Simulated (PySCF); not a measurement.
## Peak assignment

Mapped SMILES: `[CH3:1]/[C:2](=[CH:3]\[C:4]#[N:5])[CH2:6][CH2:7][F:8]`. Hydrogens are named by the atom that carries them.

Theoretical values (PySCF 2.14): geometry: GFN2-xTB, shieldings: GIAO PBE0/pcSseg-1. Non-relativistic Hamiltonian, isolated molecule, one averaged value for each set of equivalent atoms, a single conformation.

Referencing at the same level of theory: ¹³C (σref 186.93) and ¹H (σref 31.72) against TMS.

Q: Assign these signals to the numbered atoms. ¹³C{¹H} NMR (computed): δ 168.3, 121.6, 106.3, 82.8, 43.4, 24.1.

A: 
| δ (ppm) | atoms | environment | reason |
| --- | --- | --- | --- |
| 168.3 | C2 | fully substituted alkene carbon | – |
| 121.6 | C4 | nitrile carbon | this is the usual window of a C≡N carbon, which has no attached hydrogen |
| 106.3 | C3 | alkene CH | the olefinic region |
| 82.8 | C7 | sp3 CH2 bonded to F | pulled downfield by the heteroatom |
| 43.4 | C6 | allylic sp3 CH2 | aliphatic region, no heteroatom directly attached |
| 24.1 | C1 | allylic methyl carbon | a saturated carbon with 1 carbon neighbour and no heteroatom attached |

Q: Assign these signals to the numbered atoms. ¹H NMR (400 MHz, computed): δ 5.34 (s, 1H), 4.66 (m, 2H), 2.36 (m, 2H), 2.29 (s, 3H).

A: 
5.34 → H(C3), hydrogen on an alkene CH: olefinic region
4.66 → H(C7), hydrogen on an sp3 CH2 bonded to F: its carbon carries F, hence the downfield position
2.36 → H(C6), hydrogen on an allylic sp3 CH2: allylic position
2.29 → H(C1), hydrogen on an allylic methyl carbon: allylic position

H(C6) and H(C1) lie closer than the usual error of such a calculation, so a measured spectrum could show them in the other order.

Splittings by ¹⁹F in the carbon and heteronuclear signals aren't shown, as no couplings were computed. Shifts are as computed. Against solution values, carbons near 30 ppm lie about +3 ppm off and those near 130 ppm about +5 ppm. Of 1211 compounds with measured shifts, 218 miss one by over three times the rms of a fit or turn the order of signals round; such compounds aren't used in these exercises. No couplings were computed; multiplicities are counted from neighbouring protons, with m where these are inequivalent, close in shift, in a saturated or five-membered ring or joined by F or P, and br s for small geminal =CH2 splittings.
